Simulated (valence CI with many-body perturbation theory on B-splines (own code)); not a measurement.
# Tb³⁴⁺: electric-dipole lines

Calculated by relativistic CI+MBPT: three valence electrons over a frozen Dirac-Fock core [Ar] 3d10, a basis of 11 s, 11 p, 10 d, 8 f, 5 g, 2 h functions for each j, with the one-electron correlation potential Σ1, the two-electron term Σ2, the three-electron term Σ3, Breit, model QED; selected CI, second order for the rest, scaled by the run's own slope (own B-spline code, finite nucleus).

No measured spectrum was set against this ion. As an estimate, large intervals hold to a few tenths of a per cent, small ones and those within an open d or f shell to about a per cent.

Lines 51 to 100 of 525 in falling wavelength, among levels below 42.106 Ry, chosen from the strongest by gf and those to the six lowest levels. Wavelengths and rates use the calculated energies. Electric multipoles are in the length gauge with retardation, E1 and E2 with the static RPA response of the core. Weak lines are less certain than strong ones. Lines between different terms over intervals too small for the method are left out, as are lines whose strength nearly cancels. Where a level lies close to another of its J and parity, the split of strength between their lines is uncertain. The highest levels of a list are the least certain.

Levels are named by their leading jj configuration (3d3/2^4 stands for four electrons in 3d with j = 3/2), which in mixed levels can hold well under half, so a name can repeat and another be missing. Letters in brackets count levels of one name in rising energy.

| λ vac (nm) | Upper | Lower | A (s⁻¹) | S (a.u.) with core polarisation | S without |
| --- | --- | --- | --- | --- | --- |
| 10.28 | (4p3/2 4d5/2^2) J=7/2 [b] | (4s 4d5/2^2) J=5/2 | 3.24e+10 | 1.39e-01 | 1.49e-01 |
| 10.24 | (4p1/2 4p3/2 4d5/2) J=7/2 [a] | (4s 4p1/2 4d5/2) J=5/2 [a] | 4.20e+10 | 1.78e-01 | 1.91e-01 |
| 10.18 | (4p3/2 4d3/2 4d5/2) J=11/2 | (4s 4p3/2 4f7/2) J=9/2 [a] | 9.35e+10 | 5.85e-01 | 6.27e-01 |
| 10.17 | (4p3/2 4d3/2 4d5/2) J=9/2 [a] | (4s 4d3/2 4d5/2) J=7/2 [a] | 3.36e+10 | 1.75e-01 | 1.88e-01 |
| 10.17 | (4p1/2 4d3/2 4d5/2) J=9/2 | (4p1/2 4p3/2 4d5/2) J=9/2 | 2.54e+10 | 1.32e-01 | 1.40e-01 |
| 10.15 | (4s 4p1/2 4d3/2) J=1/2 | (4s 4p1/2 4p3/2) J=3/2 [b] | 3.00e+09 | 3.09e-03 | 3.28e-03 |
| 10.11 | (4s 4p3/2 4f7/2) J=9/2 [b] | (4s^2 4f7/2) J=7/2 | 2.78e+10 | 1.42e-01 | 1.52e-01 |
| 10.11 | (4s 4p1/2 4d3/2) J=3/2 [a] | (4s 4p1/2 4p3/2) J=3/2 [a] | 6.57e+08 | 1.34e-03 | 1.41e-03 |
| 10.10 | (4s 4p1/2 4d3/2) J=3/2 [b] | (4s 4p1/2 4p3/2) J=3/2 [b] | 9.41e+09 | 1.91e-02 | 2.04e-02 |
| 9.994 | (4p1/2 4p3/2 4d5/2) J=9/2 | (4s 4p1/2 4d5/2) J=7/2 | 4.48e+10 | 2.20e-01 | 2.37e-01 |
| 9.930 | (4p1/2 4p3/2 4f7/2) J=3/2 | (4s 4p1/2 4f7/2) J=5/2 | 6.13e+10 | 1.18e-01 | 1.26e-01 |
| 9.928 | (4s 4p3/2 4f7/2) J=9/2 [a] | (4s 4p3/2 4d5/2) J=7/2 [a] | 4.83e+10 | 2.33e-01 | 2.51e-01 |
| 9.903 | (4p1/2 4p3/2 4f5/2) J=9/2 [a] | (4s 4p1/2 4f7/2) J=9/2 | 2.98e+10 | 1.43e-01 | 1.53e-01 |
| 9.894 | (4s 4p1/2 4d5/2) J=5/2 [a] | (4s 4p1/2 4p3/2) J=3/2 [b] | 3.85e+09 | 1.10e-02 | 1.19e-02 |
| 9.881 | (4p1/2 4p3/2 4f7/2) J=9/2 | (4s 4p1/2 4f7/2) J=7/2 [b] | 1.53e+11 | 7.26e-01 | 7.75e-01 |
| 9.873 | (4p3/2^2 4f7/2) J=9/2 | (4s 4p3/2 4f5/2) J=9/2 | 3.30e+10 | 1.57e-01 | 1.68e-01 |
| 9.857 | (4p1/2 4p3/2 4f7/2) J=11/2 | (4s 4p1/2 4f7/2) J=9/2 | 1.22e+11 | 6.90e-01 | 7.36e-01 |
| 9.807 | (4p3/2 4d5/2^2) J=7/2 [b] | (4p3/2^2 4d5/2) J=5/2 [a] | 3.23e+10 | 1.20e-01 | 1.29e-01 |
| 9.806 | (4p1/2 4p3/2 4f7/2) J=7/2 [a] | (4s 4p1/2 4f7/2) J=9/2 | 3.67e+10 | 1.37e-01 | 1.46e-01 |
| 9.790 | (4s^2 4d3/2) J=3/2 | (4s^2 4p3/2) J=3/2 | 3.14e+10 | 5.81e-02 | 6.24e-02 |
| 9.787 | (4s 4p1/2 4d3/2) J=5/2 | (4s 4p1/2 4p3/2) J=3/2 [a] | 6.50e+08 | 1.80e-03 | 1.91e-03 |
| 9.782 | (4s 4p3/2 4d3/2) J=3/2 [b] | (4s^2 4d3/2) J=3/2 | 1.42e+11 | 2.63e-01 | 2.81e-01 |
| 9.778 | (4s 4p3/2 4f5/2) J=5/2 [b] | (4s 4p3/2 4d5/2) J=5/2 [b] | 7.05e+10 | 1.95e-01 | 2.09e-01 |
| 9.775 | (4p1/2 4p3/2^2) J=3/2 | (4s 4p1/2 4p3/2) J=5/2 | 2.38e+10 | 4.39e-02 | 4.70e-02 |
| 9.760 | (4p1/2 4p3/2 4f7/2) J=5/2 [b] | (4s 4p1/2 4f7/2) J=7/2 [c] | 9.37e+10 | 2.58e-01 | 2.75e-01 |
| 9.744 | (4p1/2 4p3/2 4f5/2) J=9/2 [b] | (4s 4p1/2 4f7/2) J=7/2 [c] | 2.18e+11 | 9.96e-01 | 1.06e+00 |
| 9.727 | (4p1/2 4p3/2 4f7/2) J=7/2 [c] | (4s 4p1/2 4f7/2) J=5/2 | 2.94e+11 | 1.07e+00 | 1.14e+00 |
| 9.713 | (4p3/2 4d5/2^2) J=11/2 | (4p3/2^2 4d5/2) J=9/2 | 3.23e+10 | 1.75e-01 | 1.87e-01 |
| 9.712 | (4p3/2 4d5/2^2) J=7/2 [a] | (4s 4p3/2 4f7/2) J=9/2 [a] | 5.66e+10 | 2.05e-01 | 2.19e-01 |
| 9.711 | (4p3/2^2 4d3/2) J=3/2 [b] | (4s 4p3/2 4d3/2) J=5/2 [b] | 9.30e+10 | 1.68e-01 | 1.80e-01 |
| 9.693 | (4p1/2 4p3/2 4d3/2) J=7/2 | (4s 4p1/2 4d3/2) J=5/2 | 4.11e+10 | 1.48e-01 | 1.58e-01 |
| 9.691 | (4p1/2 4p3/2 4f7/2) J=7/2 [b] | (4s 4p1/2 4f7/2) J=7/2 [b] | 3.25e+10 | 1.17e-01 | 1.25e-01 |
| 9.690 | (4p1/2 4p3/2 4f5/2) J=7/2 | (4s 4p1/2 4f5/2) J=5/2 [a] | 3.66e+10 | 1.32e-01 | 1.41e-01 |
| 9.679 | (4p3/2^2 4d3/2) J=7/2 | (4s 4p3/2 4d3/2) J=7/2 | 2.76e+10 | 9.89e-02 | 1.06e-01 |
| 9.676 | (4p1/2 4p3/2 4d3/2) J=3/2 [a] | (4s 4p1/2 4d3/2) J=5/2 | 5.85e+10 | 1.05e-01 | 1.12e-01 |
| 9.666 | (4p3/2^2 4f5/2) J=3/2 | (4s 4p3/2 4f5/2) J=1/2 | 6.67e+10 | 1.19e-01 | 1.27e-01 |
| 9.632 | (4p1/2 4p3/2 4f7/2) J=7/2 [b] | (4s 4p1/2 4f5/2) J=5/2 [b] | 5.76e+10 | 2.03e-01 | 2.17e-01 |
| 9.618 | (4p1/2 4p3/2^2) J=5/2 | (4s 4p1/2 4p3/2) J=5/2 | 5.70e+10 | 1.50e-01 | 1.60e-01 |
| 9.615 | (4p1/2 4d5/2^2) J=9/2 | (4p1/2 4p3/2 4d5/2) J=7/2 [b] | 5.19e+10 | 2.28e-01 | 2.43e-01 |
| 9.614 | (4p3/2^2 4d5/2) J=7/2 | (4s 4p3/2 4d5/2) J=9/2 | 3.61e+10 | 1.27e-01 | 1.35e-01 |
| 9.612 | (4p3/2^2 4d5/2) J=7/2 | (4s 4p3/2 4d3/2) J=7/2 | 3.39e+10 | 1.19e-01 | 1.27e-01 |
| 9.610 | (4p1/2 4p3/2 4d5/2) J=3/2 [b] | (4s 4p1/2 4d5/2) J=5/2 [b] | 1.15e+11 | 2.01e-01 | 2.15e-01 |
| 9.609 | (4p3/2^2 4d5/2) J=5/2 [b] | (4s 4p3/2 4d5/2) J=7/2 [b] | 8.08e+10 | 2.12e-01 | 2.27e-01 |
| 9.602 | (4p1/2 4p3/2 4f5/2) J=9/2 [a] | (4s 4p1/2 4f7/2) J=7/2 [a] | 1.01e+11 | 4.43e-01 | 4.72e-01 |
| 9.599 | (4p1/2 4p3/2 4f7/2) J=5/2 [a] | (4s 4p1/2 4f5/2) J=5/2 [b] | 5.82e+10 | 1.52e-01 | 1.63e-01 |
| 9.584 | (4p1/2 4p3/2 4d5/2) J=7/2 [b] | (4s 4p1/2 4d5/2) J=7/2 | 3.41e+10 | 1.19e-01 | 1.27e-01 |
| 9.567 | (4p3/2^2 4d5/2) J=9/2 | (4s 4p3/2 4d5/2) J=9/2 | 3.60e+10 | 1.56e-01 | 1.67e-01 |
| 9.566 | (4s 4p3/2 4d3/2) J=5/2 [b] | (4s^2 4d3/2) J=3/2 | 4.74e+10 | 1.23e-01 | 1.33e-01 |
| 9.556 | (4p3/2 4d3/2 4d5/2) J=5/2 [d] | (4s 4d3/2 4d5/2) J=7/2 [b] | 1.34e+11 | 3.46e-01 | 3.70e-01 |
| 9.555 | (4p1/2 4p3/2^2) J=1/2 | (4s 4p1/2 4p3/2) J=3/2 [b] | 1.93e+11 | 1.66e-01 | 1.78e-01 |
